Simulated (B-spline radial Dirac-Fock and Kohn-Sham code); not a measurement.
Binding energies of Te⁴⁴⁺ at several levels of theory

System: the Te⁴⁴⁺ ion in the configuration [He] 2s2 2p4.

The density-functional columns are spherical, spin-unpolarised Dirac-Kohn-Sham results without Breit or QED terms: −ε is minus the orbital energy of the initial state and ΔSCF the difference of two total energies. The reference in the last column comes from multi-electron Dirac-Fock with separately optimised hole states, Breit and Lamb-shift corrections added in first order. All numbers are from a B-spline atomic structure program, in eV; a selection of levels is shown. For the 1s level of heavy atoms much of the gap between ΔSCF and the reference is the Breit and QED part, -103.7 eV here; for other levels the error of the functional can be larger.

| level | LDA −ε | LDA ΔSCF | Dirac-Fock |
| --- | --- | --- | --- |
| 1s | 35001.1 | 35404.5 | 35296.9 |
| 2s | 7888.0 | 7987.8 | 7995.8 |
| 2p | 7472.2 | 7587.9 | 7578.6 |

Values without a named source are computed, but for edge energies of neutral atoms, which are taken from tables.
